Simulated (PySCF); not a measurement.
Isomers of C3H8GeO, mass 133.979 u with the commonest isotopes. Level of theory: PBE0-D3(BJ)/def2-SVP geometry optimisation, gas phase in PySCF. One conformer each, none proved a minimum here; rigid rotors.

Question: Order these by rotational constant A, smallest first.
A. `[CH3:1][CH2:2][C:3](=[O:4])[GeH3:5]` with C1–C2–C3–O4 130°
B. `[CH3:1][C@H:2]([GeH3:3])[CH:4]=[O:5]` with C1–C2–C4–O5 142°
C. `[CH2:1]=[CH:2][GeH2:3][O:4][CH3:5]` with C1–C2–Ge3–O4 -117°, C2–Ge3–O4–C5 62°
D. `[GeH3:1][O:2][CH:3]1[CH2:4][CH2:5]1` with Ge1–O2–C3–C4 -149°

Answer: B (4079 MHz), A (4431 MHz), C (4934 MHz), D (11320 MHz).

Question: Order these by rotational constant C, largest first.
A. `[CH3:1][CH2:2][C:3](=[O:4])[GeH3:5]` with C1–C2–C3–O4 130°
B. `[CH3:1][C@H:2]([GeH3:3])[CH:4]=[O:5]` with C1–C2–C4–O5 142°
C. `[CH2:1]=[CH:2][GeH2:3][O:4][CH3:5]` with C1–C2–Ge3–O4 -117°, C2–Ge3–O4–C5 62°
D. `[GeH3:1][O:2][CH:3]1[CH2:4][CH2:5]1` with Ge1–O2–C3–C4 -149°

Answer: C (1735 MHz), B (1604 MHz), A (1504 MHz), D (1397 MHz).

Question: Order these by out-of-plane moment Σ m c² = (Ia + Ib − Ic)/2, largest first.
A. `[GeH3:1][O:2][CH:3]1[CH2:4][CH2:5]1` with Ge1–O2–C3–C4 -149°
B. `[CH2:1]=[CH:2][GeH2:3][O:4][CH3:5]` with C1–C2–Ge3–O4 -117°, C2–Ge3–O4–C5 62°
C. `[CH3:1][C@H:2]([GeH3:3])[CH:4]=[O:5]` with C1–C2–C4–O5 142°

Answer: B (16.58 u·Å²), A (12.34 u·Å²), C (10.24 u·Å²).

| SMILES | point group | Ia (u·Å²) | Ib (u·Å²) | Ic (u·Å²) | κ | μa (D) | μb (D) | μc (D) |
| --- | --- | --- | --- | --- | --- | --- | --- | --- |
| C=[CH][GeH2][O]C | C1 | 102.44 | 221.93 | 291.21 | -0.66 | 1.44 | 0.89 | 0.55 |
| [GeH3][O]C1CC1 | C1 | 44.64 | 341.85 | 361.81 | -0.98 | 0.38 | 1.00 | 0.55 |
| C[C@H]([GeH3])C=O | C1 | 123.89 | 211.59 | 315.00 | -0.37 | 0.43 | 2.58 | 0.67 |
| CC[C](=O)[GeH3] | C1 | 114.06 | 246.21 | 336.00 | -0.63 | 0.74 | 2.28 | 0.62 |
